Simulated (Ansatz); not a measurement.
Input for Ansatz (development build ahead of 0.2.0):

```yaml
crystal:
  periodic: [false, false, false]
  atoms:
    - { symbol: C, position_ang: [0.0, 0.0, 0.0] }
    - { symbol: C, position_ang: [1.16913, 0.675, 0.0] }
    - { symbol: C, position_ang: [2.42487, -0.05, 0.0] }
    - { symbol: C, position_ang: [3.59401, 0.625, 0.0] }
    - { symbol: C, position_ang: [4.84974, -0.1, 0.0] }
    - { symbol: C, position_ang: [5.72659, 0.06875, 1.0125] }
    - { symbol: C, position_ang: [6.98233, -0.65625, 1.0125] }
    - { symbol: C, position_ang: [7.85918, -0.4875, 2.025] }
    - { symbol: H, position_ang: [0.0, -1.09, 0.0] }
    - { symbol: H, position_ang: [-0.94397, 0.545, 0.0] }
    - { symbol: H, position_ang: [1.16913, 1.765, 0.0] }
    - { symbol: H, position_ang: [2.42487, -1.14, 0.0] }
    - { symbol: H, position_ang: [3.59401, 1.715, 0.0] }
    - { symbol: H, position_ang: [5.08573, -0.78125, -0.8175] }
    - { symbol: H, position_ang: [5.4906, 0.75, 1.83] }
    - { symbol: H, position_ang: [7.21832, -1.3375, 0.195] }
    - { symbol: H, position_ang: [7.62319, 0.19375, 2.8425] }
    - { symbol: H, position_ang: [8.80315, -1.0325, 2.025] }
basis:
  gaussian: { orbitals: def2-SVP }
magnetization:
  initial_magnetization: 2
hamiltonian:
  xc: hf
```

The input is written out in the form of the current development build from the run's settings.

Output:

```json
{
  "Converged": "yes",
  "Total energy": "-308.35443 hartree",
  "Spin squared of the determinant": "2.000",
  "Stability test": "minimum among restricted orbitals"
}
```

Caution: another spin multiplicity may lie lower; an unrestricted determinant lies well below.
